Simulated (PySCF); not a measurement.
C₃H₉FOSi, SMILES F[Si](O)(CC)C.

Coordinates come from a B3LYP-D3(BJ)/def2-SVP optimisation. One conformer was computed; it need not be the lowest.

Vertical ionisation energy (IE) and electron affinity (EA) in eV. Rows of orbital energies are one-electron estimates. Where ΔSCF, EOM or ADC give a negative EA the extra electron is unbound and the value depends on the basis.

| level | IE | EA |
|---|---|---|
| −ε(HOMO), −ε(LUMO), r2SCAN/def2-TZVP (PySCF) | [?] | [?] |
| −ε(HOMO), −ε(LUMO), PBE/def2-TZVP (PySCF) | 6.83 | 0.11 |

Fill in the missing entries. (The exact figures need the calculation; the answer reports its results.)


- −ε(HOMO), −ε(LUMO), r2SCAN/def2-TZVP (PySCF), IE: 7.12
- −ε(HOMO), −ε(LUMO), r2SCAN/def2-TZVP (PySCF), EA: -0.62
